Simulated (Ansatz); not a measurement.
Gas-phase electronic energies from Ansatz, PBE0-D4/def2-TZVP geometries. CCSD(T)/CBS is the MP2 limit (def2-TZVPP, def2-QZVPP) plus CCSD(T) − MP2 in def2-TZVPP, frozen cores. This one scheme is used for every species. Functionals use def2-TZVPP. One conformer a species, not always the lowest.

Consider the silylene loss: `CCB(O)O[SiH3]` → `CCB(O)O` + `[SiH2]`.

| level | ΔE (eV) |
| --- | --- |
| r2SCAN-D4 | 3.53 |
| PBE | 3.15 |
| CCSD/def2-TZVPP | 3.26 |
| CCSD(T)/def2-TZVPP | 3.28 |

(1) What does CCSD(T)/CBS give? (Estimate.)

Largest T1 diagnostic among the species: 0.014.

Results:

(1) The calculation gave: +3.35 eV. The listed levels differ from it by 0.18, -0.20, -0.09, -0.07 eV.

The D4 term adds +0.14 eV with B3LYP and +0.08 eV with PBE0; it sums over pairs of atoms, weighted by their polarisabilities, and B3LYP, whose exchange is more repulsive, gets the larger term. From PBE to PBE0 (25 % exact exchange), in def2-TZVPP and without D4, ΔE moves by +0.14 eV.

B3LYP here is the variant with VWN-RPA as its local correlation; programs differ in this.
